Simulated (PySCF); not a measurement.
**Cr³⁺: interval between two levels**

Cr³⁺ [Ar] 3d3 [4F9/2, M_J = 9/2] → Cr³⁺ [Ar] 3d2 4p1 [4G11/2, M_J = 11/2], as a difference of total energies. All numbers are calculated (PySCF 2.14, the two-component X2C-1e Hamiltonian, in x2c-TZVPall-2c). Correlated levels: [Ne] frozen; the 6 highest virtual spinors dropped. "Screened" scales the spin-orbit matrix elements by Boettger's factors to mimic the two-electron term; Breit and QED terms are absent.

```csv
method,interval between two levels (cm⁻¹)
GHF (spin-free),154570
GMP2 (spin-free),154830
GHF (screened spin-orbit),155000
GMP2 (screened spin-orbit),155280
```

The labels give the starting determinants; with spin-orbit coupling the two ends relaxed to ⟨J²⟩ = 24.75, ⟨L²⟩ = 12.01, ⟨S²⟩ = 3.75 and ⟨J²⟩ = 35.75, ⟨L²⟩ = 20.01, ⟨S²⟩ = 3.75.
